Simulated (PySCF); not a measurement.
C₃H₇BO₃, SMILES COB1COCO1.

Coordinates come from a PBE0-D3(BJ)/def2-SVP optimisation. This is a generated structure with no PubChem entry under its InChIKey; it may be hypothetical. One conformer was computed; it need not be the lowest.

Calculation: PBE0-D3(BJ)/def2-SVP in PySCF 2.14.0.

Harmonic, unscaled wavenumbers; measured fundamentals usually lie a few per cent lower.

```csv
mode,ν (cm⁻¹),IR (km/mol),moving atoms (share of kinetic energy)
1,48,0.2,H 96 %
2,120,1.6,"C 45 %, H 32 %, O 15 %"
3,166,14.9,"O 54 %, H 28 %, C 17 %"
4,192,2.7,"C 49 %, H 26 %, O 18 %"
5,209,1.7,"O 57 %, H 28 %, C 14 %"
6,439,4.4,"O 41 %, C 37 %, H 14 %"
7,455,12.9,"B 42 %, H 39 %, O 17 %"
8,552,2.1,"O 65 %, C 15 %, B 13 %, H 8 %"
9,739,0.9,"O 75 %, C 17 %"
10,800,12.8,"C 43 %, O 31 %, H 20 %"
11,896,9.2,"H 41 %, B 27 %, C 25 %"
12,993,33.6,"C 55 %, O 24 %, H 20 %"
13,1068,72.6,"C 54 %, O 35 %"
14,1119,88.3,"C 28 %, O 28 %, B 23 %, H 21 %"
15,1149,88.6,"C 36 %, H 34 %, O 25 %"
16,1168,40.5,"H 44 %, C 31 %, O 22 %"
17,1188,0.8,"H 76 %, C 20 %"
18,1197,16.9,"H 61 %, C 25 %, O 10 %"
19,1218,9.8,"H 84 %, C 8 %"
20,1244,2.1,H 90 %
21,1279,18.0,"H 51 %, O 27 %, C 18 %"
22,1336,268.4,"B 30 %, H 30 %, C 24 %, O 17 %"
23,1433,101.0,"H 58 %, B 16 %, O 13 %, C 13 %"
24,1456,77.1,"H 87 %, C 8 %"
25,1468,11.7,H 95 %
26,1472,53.5,"H 79 %, C 12 %"
27,1484,4.9,H 96 %
28,1530,38.9,"H 88 %, C 8 %"
29,1577,444.4,"B 50 %, O 23 %, H 23 %"
30,2987,112.3,H 94 %
31,2995,46.6,H 93 %
32,3040,48.7,H 97 %
33,3112,38.5,"H 91 %, C 9 %"
34,3115,25.9,"H 91 %, C 9 %"
35,3134,29.3,"H 90 %, C 10 %"
36,3145,19.2,"H 90 %, C 10 %"
```
